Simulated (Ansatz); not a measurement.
Reaction (ligand exchange at a B–C bond): `BCC1CO1` + `O=[C](O)[GeH3]` → `BO[C](=O)[GeH3]` + `CC1CO1`

Isolated molecules relaxed with PBE0-D4/def2-TZVP in Ansatz; ΔE leaves out vibrations. CCSD(T)/CBS adds triple-zeta CCSD(T) − MP2 to the extrapolated MP2 energy (def2 sets, frozen cores). Functionals use def2-TZVPP. B3LYP here is the variant with VWN-RPA as its local correlation; programs differ in this. For Ge outer-core shells are correlated without core-valence functions, which leaves a few kJ/mol of doubt a bond. Scalar relativity is left out up to krypton. One conformer a species, not always the lowest.

Task: Is it downhill or uphill in electronic energy at CCSD(T)/CBS, and by how much? (Best estimate.)

Result: Computed: Downhill: ΔE = -26.0 kcal/mol.

Task: What do these levels give: r2SCAN-D4, PBE0-D4, B3LYP-D4, ωB97M-V, PBE0, B3LYP, HF/def2-TZVPP, CCSD/def2-TZVPP, CCSD(T)/def2-TZVPP, MP2/def2-QZVPP, HF/CBS(def2), MP2/CBS(def2)? (An estimate is asked.)

Result: Ansatz gave: r2SCAN-D4 -25.1, PBE0-D4 -24.2, B3LYP-D4 -26.4, ωB97M-V -25.3, PBE0 -24.2, B3LYP -26.4, HF/def2-TZVPP -27.5, CCSD/def2-TZVPP -26.4, CCSD(T)/def2-TZVPP -26.5, MP2/def2-QZVPP -26.1, HF/CBS(def2) -27.8, MP2/CBS(def2) -25.8 kcal/mol.

Largest T1 diagnostic among the species: 0.015.

In def2-TZVPP, CCSD(T) changes the Hartree–Fock value by +1.1 kcal/mol (the triples alone add −0.1 kcal/mol) and MP2 by +1.3 kcal/mol.
